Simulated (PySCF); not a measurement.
**Working out the ionisation energy of Ca**

Ca [Ar] 4s2 (1S) → Ca⁺ [Ar] 4s1 (2S). Calculation: PySCF 2.14, in ANO-RCC-VTZP (6s5p2d1f, 38 functions); the spin-free X2C one-electron Hamiltonian (Gaussian nucleus). Frozen: [Ne]. Energies in hartree (1 hartree = 27.21139 eV):

```json
{"part": "UHF", "Ca (lower)": "-679.627771", "Ca⁺ (upper)": "-679.438959"}
{"part": "CCSD correlation", "Ca (lower)": "-0.275183", "Ca⁺ (upper)": "-0.244573"}
{"part": "(T)", "Ca (lower)": "-0.007040", "Ca⁺ (upper)": "-0.005214"}
```

Question: What does Hartree-Fock give?

Answer: (-679.438959) − (-679.627771) = 0.188812 hartree = 5.138 eV.

Question: What do CCSD and CCSD(T) give?

Answer: The CCSD correlation energies differ by 0.030610 hartree = 0.833 eV and the triples by 0.001826 hartree = 0.050 eV, so CCSD gives 5.971 eV and CCSD(T) 6.021 eV.

Measured between the centres of the two terms (NIST): 6.113 eV, so CCSD(T) (valence and next inner shell) is off by -0.092 eV.

What remains against the reference includes basis incompleteness, the frozen core and higher excitations.
